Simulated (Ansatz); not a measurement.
`c1coc(-c2ccc(-c3ccc(-c4ccc(-c5ccco5)o4)o3)o2)c1`. Total charge 0; triplet. Geometry PBE-D4/def2-SVP, that of the neutral singlet; atoms count from 1.

```xyz
37

C     1.961    6.573    3.825
C     0.771    7.215    3.570
O    -0.057    6.416    2.838
C     0.610    5.240    2.615
C    -0.081    4.238    1.854
C    -1.338    4.197    1.267
C    -1.451    2.922    0.646
C    -0.254    2.260    0.892
C     0.230    0.962    0.532
C     1.422    0.288    0.771
C     1.298   -0.984    0.147
C     0.037   -1.013   -0.437
C    -0.668   -2.000   -1.196
C    -1.930   -2.024   -1.779
C    -2.057   -3.294   -2.403
C    -0.867   -3.973   -2.166
C    -0.404   -5.283   -2.540
C    -0.989   -6.313   -3.263
C    -0.028   -7.370   -3.299
C     1.069   -6.917   -2.601
O     0.851   -5.654   -2.137
O    -0.022   -3.184   -1.432
O    -0.614    0.170   -0.203
O     0.581    3.060    1.628
C     1.864    5.287    3.205
H     2.810    6.975    4.390
H     0.372    8.201    3.829
H    -2.079    5.002    1.290
H    -2.298    2.520    0.082
H     2.276    0.681    1.332
H     2.033   -1.794    0.118
H    -2.663   -1.212   -1.749
H    -2.916   -3.677   -2.963
H    -1.989   -6.304   -3.711
H    -0.135   -8.348   -3.782
H     2.043   -7.351   -2.355
H     2.612    4.488    3.187
```

Single mean-field runs in def2-TZVP are fitted with def2-universal-jkfit. At PBE0-D4/def2-TZVP a singlet of charge 0 lies 1.94 eV below the triplet at the same geometry.

(1) Estimate the Mulliken populations of the heavy atoms from the PBE0/def2-TZVP orbitals of Ansatz.

(2) Where does the spin sit?

(3) And the Mayer bond orders between heavy atoms (over 0.3)?

Results:

(1) 
| atom | charge (e) | spin (α − β) |
| --- | --- | --- |
| C1 | -0.13 | -0.06 |
| C2 | -0.05 | 0.13 |
| O3 | -0.21 | 0.02 |
| C4 | 0.16 | -0.09 |
| C5 | 0.27 | 0.27 |
| C6 | -0.18 | -0.10 |
| C7 | -0.25 | 0.25 |
| C8 | 0.21 | 0.00 |
| C9 | 0.23 | 0.28 |
| C10 | -0.23 | 0.09 |
| C11 | -0.22 | 0.10 |
| C12 | 0.22 | 0.28 |
| C13 | 0.21 | 0.00 |
| C14 | -0.25 | 0.25 |
| C15 | -0.18 | -0.10 |
| C16 | 0.28 | 0.27 |
| C17 | 0.15 | -0.09 |
| C18 | -0.29 | 0.17 |
| C19 | -0.12 | -0.07 |
| C20 | -0.06 | 0.15 |
| O21 | -0.20 | 0.01 |
| O22 | -0.22 | 0.04 |
| O23 | -0.24 | 0.06 |
| O24 | -0.24 | 0.03 |
| C25 | -0.29 | 0.16 |
Mulliken values depend strongly on the basis.

(2) Summed by element: C 1.91, O 0.15, H -0.06, of 2 unpaired in all. Largest on single atoms: C9 0.28, C12 0.28, C16 0.27.

(3) C1–C2 1.62 (1.38 Å); C1–C25 1.31 (1.43 Å); C2–O3 1.12 (1.36 Å); O3–C4 1.09 (1.37 Å); C4–C5 1.09 (1.44 Å); C4–C25 1.46 (1.39 Å); C5–C6 1.37 (1.39 Å); C5–O24 1.10 (1.37 Å); C6–C7 1.35 (1.42 Å); C7–C8 1.30 (1.39 Å); C8–C9 1.26 (1.43 Å); C8–O24 1.07 (1.37 Å); C9–C10 1.23 (1.39 Å); C9–O23 1.06 (1.37 Å); C10–C11 1.47 (1.42 Å); C11–C12 1.24 (1.39 Å); C12–C13 1.27 (1.43 Å); C12–O23 1.07 (1.37 Å); C13–C14 1.30 (1.39 Å); C13–O22 1.08 (1.37 Å); C14–C15 1.38 (1.42 Å); C15–C16 1.39 (1.39 Å); C16–C17 1.08 (1.44 Å); C16–O22 1.08 (1.37 Å); C17–C18 1.45 (1.39 Å); C17–O21 1.09 (1.37 Å); C18–C19 1.33 (1.43 Å); C19–C20 1.61 (1.38 Å); C20–O21 1.13 (1.36 Å).
